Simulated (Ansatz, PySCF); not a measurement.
This PySCF input computes a CCSD(T)/cc-pVDZ energy:

```python
from pyscf import gto, scf, mp, cc as ccmod

mol = gto.M(
    atom='''
    B    -0.80130280    0.03717200   -0.01324711
    N     0.63022564   -0.02923583    0.01041887
    H    -1.44493786   -0.80676648    0.54991677
    H    -1.34513778    0.93619658   -0.59604221
    H     1.20992710    0.53957348    0.63517377
    H     1.17508306   -0.65021282   -0.59574486
    ''',
    basis='cc-pvdz',
    charge=1,
    spin=1,
    verbose=4,
)

mf = scf.UHF(mol)
mf.conv_tol = 1e-10
mf.max_cycle = 100
mf.kernel()
mo, _, stable, _ = mf.stability(return_status=True)
if not stable:
    mf.kernel(mf.make_rdm1(mo, mf.mo_occ))
mp2 = mp.MP2(mf, frozen=2).run()
cc = ccmod.CCSD(mf, frozen=2)
cc.max_cycle = 100
cc.kernel()
et = cc.ccsd_t()
print(f'E(CCSD(T)) = {cc.e_tot + et:.9f}')
```

Write an input for the same energy in Ansatz (an electronic-structure program) and say what it gives.


Ansatz 0.2 input:
```yaml
crystal:
  periodic: [false, false, false]
  atoms:
    - {symbol: B, position_ang: [-0.80130280, 0.03717200, -0.01324711]}
    - {symbol: N, position_ang: [0.63022564, -0.02923583, 0.01041887]}
    - {symbol: H, position_ang: [-1.44493786, -0.80676648, 0.54991677]}
    - {symbol: H, position_ang: [-1.34513778, 0.93619658, -0.59604221]}
    - {symbol: H, position_ang: [1.20992710, 0.53957348, 0.63517377]}
    - {symbol: H, position_ang: [1.17508306, -0.65021282, -0.59574486]}
basis:
  gaussian:
    orbitals: cc-pVDZ
total_charge: 1
magnetization: {spin_polarized: true, initial_magnetization: 1}
correlation: {method: ccsd_t, electrons: outside_noble_gas}
```
It gives -81.41991 Eh, and PySCF -81.41991 Eh, a difference of 0.00 mEh.
